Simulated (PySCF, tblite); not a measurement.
Isomers of C3H5ClSi, one GFN2-xTB conformer each. Single-point energies are computed at PBE0/pcSseg-1 (PySCF, gas phase, no added dispersion term), electronic only.

```json
{"SMILES": "CC#C[SiH2]Cl", "GFN2-xTB relative energy (kcal/mol)": "0.0"}
{"SMILES": "Cl[C@H]1C=C[SiH2]1", "GFN2-xTB relative energy (kcal/mol)": "34.4"}
```

**Question.** What does PBE0/pcSseg-1 give for the same structures?

**Answer.** 
```tsv
SMILES	PBE0/pcSseg-1 E (Eh)	PBE0/pcSseg-1 (kcal/mol)	GFN2-xTB (kcal/mol)	point group
CC#C[SiH2]Cl	-866.55144	0.0	0.0	–
Cl[C@H]1C=C[SiH2]1	-866.50602	28.5	34.4	C1
```

Both levels put the same isomer lowest. As drawn, the lower has a C≡C bond, which the higher lacks; the higher has a four-membered ring and a C=C bond outside aromatic rings, which the lower lacks.

**Question.** Which frontier levels, dipoles and rotational constants go with these structures?

**Answer.** 
| SMILES | HOMO (eV, PBE0/pcSseg-1) | LUMO (eV) | dipole (D) | A, B, C (MHz) |
| --- | --- | --- | --- | --- |
| CC#C[SiH2]Cl | -7.96 | -0.37 | 2.60 | 8639, 1212, 1084 |
| Cl[C@H]1C=C[SiH2]1 | -7.66 | -0.62 | 2.24 | 6045, 2302, 1834 |

**Question.** What happens when harmonic zero-point energies from GFN2-xTB frequencies are added?

**Answer.** 
| SMILES | ZPE (kcal/mol) | electronic (kcal/mol) | with ZPE (kcal/mol) |
| --- | --- | --- | --- |
| CC#C[SiH2]Cl | 40.0 | 0.0 | 0.0 |
| Cl[C@H]1C=C[SiH2]1 | 40.5 | 28.5 | 29.0 |

The zero-point energies span 0.5 kcal/mol. The order is unchanged.
